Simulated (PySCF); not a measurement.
**Correlation energy of Br⁺ (bromine, charge +1)**

[Ar] 3d10 4s2 4p4, high-spin 3P determinant. Calculation: PySCF 2.14, in x2c-TZVPall (6s5p4d1f, 48 functions); scalar relativity by spin-free X2C-1e. Frozen: [Ar] 3d10; 6 electrons correlated.

MP2 pair energies summed by pair of shells (mhartree):

```
 pair  energy  share (%)
4s-4p  -48.21       46.3
4p-4p  -47.49       45.7
4s-4s   -8.32        8.0
```

Total MP2 correlation energy: -104.02 mhartree.

Same-spin part -23.47 and opposite-spin part -80.55 mhartree; SCS-MP2 scales them by 1/3 and 6/5 to -104.49 mhartree.

```tsv
level	correlation energy (mhartree)
CCSD	-123.12
(T)	-3.23
CCSD(T)	-126.35
```

Diagnostics: T1 = 0.0070, D1 = 0.0221, largest double amplitude 0.045.

Question: Is a single reference adequate?

Answer: Yes, within this model without spin-orbit coupling: T1 lies below 0.03 and no double amplitude reaches 0.07.
